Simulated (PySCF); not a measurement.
## Working out the ionisation energy of Cu⁺

Cu⁺ [Ar] 3d10 (1S) → Cu²⁺ [Ar] 3d9 (2D). All numbers are calculated (PySCF 2.14, the non-relativistic Hamiltonian (point nucleus), in def2-TZVPPD). Frozen: [Ne]. Energies in hartree (1 hartree = 27.21139 eV):

| part | Cu⁺ (lower) | Cu²⁺ (upper) |
| --- | --- | --- |
| UHF | -1638.686537 | -1638.048219 |
| CCSD correlation | -0.696729 | -0.597689 |
| (T) | -0.015855 | -0.009688 |

**Question.** What does Hartree-Fock give?

**Answer.** (-1638.048219) − (-1638.686537) = 0.638318 hartree = 17.370 eV.

**Question.** What do CCSD and CCSD(T) give?

**Answer.** The CCSD correlation energies differ by 0.099040 hartree = 2.695 eV and the triples by 0.006167 hartree = 0.168 eV, so CCSD gives 20.065 eV and CCSD(T) 20.233 eV.

A first-order spin-orbit estimate adds -0.105 eV to CCSD(T) (valence and next inner shell), giving 20.128 eV against 20.292 eV (measured; NIST Atomic Spectra Database, ionization energies).

The calculation is non-relativistic.

What remains against the reference includes basis incompleteness, the frozen core and higher excitations.
